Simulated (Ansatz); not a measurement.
Si(CF3)H3 (CH3F3Si). Charge 0, multiplicity 1. Geometry r2SCAN-D4/def2-SVP, basis def2-TZVP, Ansatz.

| run | HOMO (eV) | LUMO (eV) |
| --- | --- | --- |
| A | -8.00 | -0.61 |
| B | -9.91 | 0.35 |
| C | -8.26 | -0.96 |
| D | -8.44 | -0.31 |
| E | -9.66 | 0.09 |
| F | -8.57 | -0.62 |

Q: The runs used B97M-V, LDA (SPW92), PBE0, r2SCAN, r2SCAN0, revPBE. Estimate which is which.

A: A revPBE (0 % exact exchange); B r2SCAN0 (25 % exact exchange); C LDA (SPW92) (0 % exact exchange); D r2SCAN (0 % exact exchange); E PBE0 (25 % exact exchange); F B97M-V (0 % exact exchange). Exact exchange lowers occupied and raises empty levels; among semilocal functionals meta-GGAs tend to open the gap a little, and such runs are hard to tell apart. The gap grows from 7.30 eV (LDA (SPW92)) to 10.26 eV (r2SCAN0).
